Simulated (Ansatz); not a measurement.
Ansatz (an electronic-structure program) input (PBE0/def2-TZVPD):

Ansatz 0.2 input:
```yaml
crystal:
  periodic: [false, false, false]
  atoms:
    - {symbol: Al, position_ang: [-0.00000000, -0.00000000, -1.22411171]}
    - {symbol: Cl, position_ang: [0.00000000, 0.00000000, 0.93608542]}
basis:
  gaussian:
    orbitals: def2-TZVPD
hamiltonian:
  xc: {name: PBE0}
magnetization: {spin_polarized: true, initial_magnetization: 2}
```

End of the output:

```
integrals: 0.02 GiB planned
602 factors; their error is unknown
mean field: 0.29 GiB planned
mean field evaluation 1: about -19110.6382 eV, gradient 1.0e1 eV
mean field evaluation 2: about -19110.3970 eV, gradient 1.4e1 eV
mean field evaluation 4: about -19111.4239 eV, gradient 6.8e-1 eV
mean field evaluation 8: about -19111.4698 eV, gradient 8.4e-3 eV
mean field evaluation 16: about -19111.4711 eV, gradient 9.0e-2 eV
mean field -19111.46984763 eV, -702.3335626807 hartree, gradient 7.3e-5 eV, S^2 2.001868; 1 other end points of the search recorded, 0 dependent functions left out
reference -19111.46987964 eV, -702.3335638574 hartree; 16, 14 occupied and 73, 75 virtual orbitals, 602 factors
Total energy: -19111.46987964 eV, -702.3335638574 hartree
```

This state (charge 0, triplet) is run at the relaxed geometry of the species with charge 0 and multiplicity 1, and is a spin state other than that species' own.
